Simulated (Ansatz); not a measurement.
Job for Ansatz (an electronic-structure program): R-r2SCAN/def2-TZVPPD on C2H10OSi (a complex), monomers drawn apart or pushed together. Files ending in .json are basis or fitting sets from the Basis Set Exchange.

Ansatz 0.2 input:
```yaml
crystal:
  periodic: [false, false, false]
  atoms:
    - {symbol: Si, position_ang: [-0.05350744, -0.06743010, -0.08312070]}
    - {symbol: H, position_ang: [-1.23488905, 0.19413194, 0.76714472]}
    - {symbol: H, position_ang: [-0.39871861, 0.31536175, -1.47674465]}
    - {symbol: H, position_ang: [0.30812747, -1.49903288, -0.06645538]}
    - {symbol: H, position_ang: [1.08787252, 0.76881701, 0.34872434]}
    - {symbol: C, position_ang: [0.25312153, 1.39627539, 6.33095800]}
    - {symbol: C, position_ang: [-0.11889025, -0.06995828, 6.20172932]}
    - {symbol: O, position_ang: [0.69072354, -0.76390923, 5.25306126]}
    - {symbol: H, position_ang: [-0.41000434, 1.89993493, 7.03798480]}
    - {symbol: H, position_ang: [0.17858578, 1.89951041, 5.36634729]}
    - {symbol: H, position_ang: [1.27694344, 1.50985212, 6.69840622]}
    - {symbol: H, position_ang: [-0.06778077, -0.56692296, 7.17788636]}
    - {symbol: H, position_ang: [-1.14013081, -0.17421182, 5.83388370]}
    - {symbol: H, position_ang: [1.61594380, -0.65750451, 5.50027830]}
basis:
  gaussian:
    orbitals: def2-TZVPPD.json
hamiltonian:
  xc: {name: r2SCAN}
scf: {lower_state_search: off}
```

The log:

```
Functional definition: r2SCAN
[...]
these checks for a lower state are left out or cut short: stability, starts, cluster_reference, orbital_swaps, neighbouring_geometries, increment
integrals: 0.27 GiB planned
1427 factors; their error is unknown
mean field: 1.91 GiB planned
mean field evaluation 1: about -12150.3087 eV, gradient 6.7e1 eV
mean field evaluation 2: about -12138.9914 eV, gradient 9.9e1 eV
mean field evaluation 4: about -12159.8940 eV, gradient 6.9e0 eV
mean field evaluation 8: about -12159.9905 eV, gradient 2.1e-1 eV
mean field evaluation 16: about -12159.9396 eV, gradient 1.7e-4 eV
mean field -12159.93958265 eV, -446.8695373593 hartree, gradient 4.3e-6 eV, S^2 0.000000; 0 other end points of the search recorded, 0 dependent functions left out
reference -12159.93960279 eV, -446.8695380996 hartree; 22, 22 occupied and 310, 310 virtual orbitals, 1427 factors
Total energy: -12159.93960279 eV, -446.8695380996 hartree
Checks for a lower state left out: stability, starts, cluster_reference, orbital_swaps, neighbouring_geometries, increment
```

The run converged.

Cost: roughly 12 core-seconds.
